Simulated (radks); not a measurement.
Results of a calculation; reference values are marked as such.
Neutral copper inside a hard spherical wall (all orbitals vanish at R), configuration held at [Ar] 3d10 4s1 and not refilled when levels cross. Code: a radial shooting solver on a logarithmic mesh with Libxc functionals. Model: non-relativistic Kohn-Sham, PBE, spin-polarised, spherical densities, point nucleus; open shells are filled with parallel spins first. Eigenvalues in eV for spin up, with the zero of energy where the potential of the charges vanishes at infinity; a dash marks a level that is unbound or too diffuse for the functional's potential to be trusted. A positive occupied level is held by the wall or, in an anion where self-interaction has pushed it up, behind a barrier. The pressure on the wall is -dE/dV.

R (bohr)	E (hartree)	kinetic (hartree)	e(3s)	e(3p)	e(3d)	e(4s)	e(4p, empty)	e(5s, empty)	pressure (GPa)
free	-1640.29880	1639.107	-110.86	-71.027	-5.226	-4.828	-0.969	-	0
12	-1640.29878	1639.107	-110.86	-71.024	-5.224	-4.826	-0.916	0.731	0.000374
8	-1640.29686	1639.122	-110.73	-70.893	-5.098	-4.702	-0.411	3.879	0.0794
7	-1640.29287	1639.146	-110.54	-70.708	-4.920	-4.511	0.072	6.284	0.317
6	-1640.28054	1639.210	-110.12	-70.281	-4.515	-4.032	1.043	10.623	1.35
3.5	-1639.89791	1640.673	-103.96	-64.210	1.291	5.003	13.936	56.570	109
3	-1639.45597	1642.187	-99.479	-59.823	5.677	13.258	24.275	88.791	343
2	-1635.08619	1656.610	-75.163	-35.617	32.322	76.527	95.431	280.10	6670
1.5	-1622.23537	1697.473	-33.567	7.895	81.742	216.02	238.16	616.12	53100
